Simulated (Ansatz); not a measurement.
All values below come from PBE0-D3(BJ)/def2-TZVP (Ansatz, a first-principles code). No frequencies were computed at this level.

Ansatz 0.2 input:
```yaml
crystal:
  periodic: [false, false, false]
  atoms:
    - { symbol: F, position_ang: [-0.983541, -1.069796, -0.530672] }
    - { symbol: Si, position_ang: [0.017573, -0.014311, 0.086274] }
    - { symbol: F, position_ang: [-0.636246, 1.397023, -0.192212] }
    - { symbol: F, position_ang: [1.303359, -0.069536, -0.830573] }
    - { symbol: H, position_ang: [0.298855, -0.24338, 1.467184] }
basis:
  gaussian: { orbitals: def2-tzvp }
hamiltonian:
  xc: pbe0
  dispersion: d3bj
relax:
  max_steps: 150
```

Output:

```
Functional definition: PBE0
780 factors; their error is unknown
mean field evaluation 1: about -16039.5211 eV, gradient 5.1e1 eV
mean field evaluation 2: about -16035.5164 eV, gradient 7.5e1 eV
mean field evaluation 4: about -16042.8123 eV, gradient 4.4e-1 eV
mean field evaluation 8: about -16042.8795 eV, gradient 4.4e-3 eV
mean field -16042.87950770 eV, -589.5649476538 hartree, gradient 4.9e-5 eV, S^2 0.000000; 0 other end points of the search recorded, 0 dependent functions left out
reference -16042.87952835 eV, -589.5649484126 hartree; 21, 21 occupied and 115, 115 virtual orbitals, 780 factors
relax step   1: F+E_penalty+E_count = -16042.92991087 eV  Δ(F+E_penalty+E_count) = +0.000e0 eV  max|allowed force component| = 1.864e0 eV/Å  Δτ_max = 0.0000 Å  (24 SCF iters, accepted)
these checks for a lower state are left out or cut short: starts, cluster_reference, orbital_swaps, neighbouring_geometries, increment
780 factors; their error is unknown
mean field evaluation 16: about -16042.8501 eV, gradient 1.2e-2 eV
mean field -16042.91712312 eV, -589.5663299949 hartree, gradient 2.3e-5 eV, S^2 0.000000; 0 other end points of the search recorded, 0 dependent functions left out
reference -16042.91714382 eV, -589.5663307556 hartree; 21, 21 occupied and 115, 115 virtual orbitals, 780 factors
relax step   2: F+E_penalty+E_count = -16042.96748794 eV  Δ(F+E_penalty+E_count) = -3.758e-2 eV  max|allowed force component| = 9.383e-1 eV/Å  Δτ_max = 0.0219 Å  (26 SCF iters, accepted)
these checks for a lower state are left out or cut short: starts, cluster_reference, orbital_swaps, neighbouring_geometries, increment
780 factors; their error is unknown
mean field -16042.93241524 eV, -589.5668919698 hartree, gradient 8.5e-6 eV, S^2 0.000000; 0 other end points of the search recorded, 0 dependent functions left out
reference -16042.93243597 eV, -589.5668927319 hartree; 21, 21 occupied and 115, 115 virtual orbitals, 780 factors
relax step   3: F+E_penalty+E_count = -16042.98276733 eV  Δ(F+E_penalty+E_count) = -1.528e-2 eV  max|allowed force component| = 3.566e-2 eV/Å  Δτ_max = 0.0275 Å  (27 SCF iters, accepted)
these checks for a lower state are left out or cut short: starts, cluster_reference, orbital_swaps, neighbouring_geometries, increment
780 factors; their error is unknown
mean field evaluation 32: about -16042.8659 eV, gradient 1.4e-4 eV
mean field -16042.93253225 eV, -589.5668962700 hartree, gradient 2.2e-5 eV, S^2 0.000000; 0 other end points of the search recorded, 0 dependent functions left out
reference -16042.93255299 eV, -589.5668970322 hartree; 21, 21 occupied and 115, 115 virtual orbitals, 780 factors
relax step   4: F+E_penalty+E_count = -16042.98288940 eV  Δ(F+E_penalty+E_count) = -1.221e-4 eV  max|allowed force component| = 8.553e-3 eV/Å  Δτ_max = 0.0030 Å  (27 SCF iters, accepted)
780 factors; their error is unknown
mean field -16042.93253225 eV, -589.5668962700 hartree, gradient 2.2e-5 eV, S^2 0.000000; 1 other end points of the search recorded, 0 dependent functions left out
reference -16042.93255299 eV, -589.5668970322 hartree; 21, 21 occupied and 115, 115 virtual orbitals, 780 factors
Total energy: -16042.98291014 eV, -589.5687476233 hartree
Atom 0 at    -0.991568    -1.089186    -0.510512 Å, force    -0.003208    -0.003960    -0.000651 eV/Å
Atom 1 at     0.008027    -0.006535     0.039403 Å, force     0.001739    -0.001423     0.008553 eV/Å
Atom 2 at    -0.639463     1.411823    -0.167361 Å, force    -0.001987     0.004710     0.000536 eV/Å
Atom 3 at     1.327030    -0.075067    -0.814571 Å, force     0.004828    -0.000443    -0.001707 eV/Å
Atom 4 at     0.295974    -0.241035     1.453042 Å, force    -0.001372     0.001117    -0.006733 eV/Å
Dipole moment:     0.053960    -0.043938     0.264895 e Å
```

Cost: roughly 13 core-seconds.
